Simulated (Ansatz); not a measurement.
Cost and result up the ladder for Mo(NH)2F2 (MoN₂F₂H₂) (7 atoms). Charge 0, multiplicity 1. Geometry: PBE-D4/def2-SVP.

```xyz
7

Mo   -0.335    0.032   -0.438
N    -0.708   -0.748    1.065
H    -0.514   -1.055    2.026
N     1.263    0.696   -0.341
H     2.158    0.900    0.121
F    -1.532    1.451   -0.659
F    -0.331   -1.276   -1.775
```

Ansatz on 4 threads of Intel Xeon Platinum 8259CL on a shared host. Times are rough, and most runs start from the orbitals of an earlier one. No level here is sound enough to serve as a yardstick. Binding counts from free atoms at the same level (Mo septet, N quartet, H doublet, F doublet; other spins of the atoms weren't run), without zero-point energy or a counterpoise term.

In the def2 sets Mo takes a core potential; there is no spin–orbit coupling. B3LYP takes the VWN-RPA correlation. HSE06 is defined as in plane-wave codes, on full-range PBE exchange.

Run but left out: BHLYP-D4/def2-TZVP, B2PLYP/def2-TZVP (restricted singlet, unstable in another Hartree–Fock run and untested here); HF/def2-TZVP, MP2/def2-TZVP, CCSD(T)/def2-TZVPP (restricted singlet, unstable towards broken spin symmetry).

| level | functions | wall time | binding energy per atom (eV) | remarks |
| --- | --- | --- | --- | --- |
| PBE-D4/def2-SVP | 97 | 0.8 s | 4.34 | restricted SCF unstable in HF |
| PBE0-D4/def2-SVP | 97 | 0.95 s | 3.91 | restricted SCF unstable in HF |
| PBE-D4/def2-TZVP | 176 | 1.3 s | 4.26 | restricted SCF unstable in HF |
| BLYP-D4/def2-TZVP | 176 | 1.4 s | 4.26 | restricted SCF unstable in HF |
| PBE-D4/def2-TZVPD | 212 | 1.8 s | 4.27 | restricted SCF unstable in HF |
| PBE0-D4/def2-TZVP | 176 | 1.9 s | 3.86 | restricted SCF unstable in HF |
| B3LYP-D4/def2-TZVP | 176 | 1.9 s | 4.01 | restricted SCF unstable in HF |
| HSE06-D4/def2-TZVP | 176 | 2.1 s | 3.87 | restricted SCF unstable in HF |
| PBE0-D4/def2-TZVPD | 212 | 2.3 s | 3.87 | restricted SCF unstable in HF |
| r2SCAN-D4/def2-TZVP (with forces) | 176 | 2.6 s | 3.96 | restricted SCF unstable in HF |
| r2SCAN0-D4/def2-TZVP | 176 | 2.6 s | 3.63 | restricted SCF unstable in HF |
| r2SCAN-D4/def2-TZVPD | 212 | 2.9 s | 3.96 | restricted SCF unstable in HF |
